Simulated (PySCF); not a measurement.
A side-by-side comparison of computed properties.

First species: C₅H₆FNSi.
Structure used (GFN2-xTB), in Å, numbered top down from 1:
```xyz
14
C5H6FNSi angstrom
C     -0.9425   -1.6069    1.0807
C     -1.0489   -0.5114    0.3357
C      0.0786    0.2468   -0.1689
C     -0.1319    1.3506   -0.9207
C     -1.4038    1.8360   -1.2625
N     -2.4376    2.2461   -1.5502
Si     1.8538   -0.2860    0.2108
F      2.7953    0.8013   -0.5159
H      0.0138   -2.0130    1.3658
H     -1.8119   -2.1356    1.4313
H     -2.0299   -0.1352    0.0703
H      0.6945    1.9319   -1.3081
H      2.1744   -0.1710    1.6255
H      2.1956   -1.5541   -0.4159
```

Second species: C5H6FNSi.
InChI=1S/C5H6FNSi/c1-3-8-5(2,6)4-7/h1H,8H2,2H3/t5-/m0/s1

Levels: B3LYP/def2-SVPD for dipole moment, HOMO energy, LUMO energy, HOMO–LUMO gap, static isotropic polarisability and electronic spatial extent ⟨r²⟩ about the centre of nuclear charge; TDDFT B3LYP/def2-SVPD for lowest singlet excitation; TDA B3LYP/def2-SVPD for lowest triplet excitation (Tamm–Dancoff); GFN2-xTB for rotational constant A and rotational constant C. Geometries: GFN2-xTB. Each structure is a single optimised conformer of the isolated species, non-relativistic unless stated. Electronic properties by PySCF.

The conformers computed, where there is a choice (atom-mapped SMILES and torsion angles):
- `[CH2:1]=[CH:2]/[C:3](=[CH:4]\[C:5]#[N:6])[SiH2:7][F:8]`: C1–C2–C3–C4 180°, C2–C3–Si7–F8 180°
- `[CH:1]#[C:2][SiH2:3][C@:4]([CH3:5])([F:6])[C:7]#[N:8]`: C2–Si3–C4–C5 -59°

```csv
property,column X,column Y
dipole moment,4.15 D,3.95 D
HOMO energy,-7.49 eV,-8.35 eV
LUMO energy,-2.69 eV,-1.02 eV
HOMO–LUMO gap,4.80 eV,7.33 eV
lowest singlet excitation,4.91 eV,6.02 eV
lowest triplet excitation (Tamm–Dancoff),2.78 eV,5.01 eV
static isotropic polarisability,94.8 au,86.6 au
electronic spatial extent ⟨r²⟩ about the centre of nuclear charge,1357 bohr²,1167 bohr²
rotational constant A,2.298 GHz,2.279 GHz
rotational constant C,0.784 GHz,1.083 GHz
```

Q: Which column belongs to which species?

A: Column X is the first species and column Y the second. The first has 14 atoms and 66 electrons, the second 14 and 66.

Q: How does each property change from the first species to the second?

A: dipole moment -0.20 D; HOMO energy -0.86 eV; LUMO energy +1.67 eV; HOMO–LUMO gap +2.53 eV; lowest singlet excitation +1.11 eV; lowest triplet excitation (Tamm–Dancoff) +2.23 eV; static isotropic polarisability -8.2 au; electronic spatial extent ⟨r²⟩ about the centre of nuclear charge -190 bohr²; rotational constant A -0.019 GHz; rotational constant C +0.299 GHz.

On the first: The dipole matches unit charges of opposite sign 0.86 Å apart (1 e·Å = 4.8032 D). The polarisability is 14.04 Å³ as a volume (1 au = 0.148185 Å³), or 1.44 au for each of the 66 electrons.

On the second: The principal polarisabilities are 76.2, 86.8 and 96.9 au; their mean is the isotropic value.
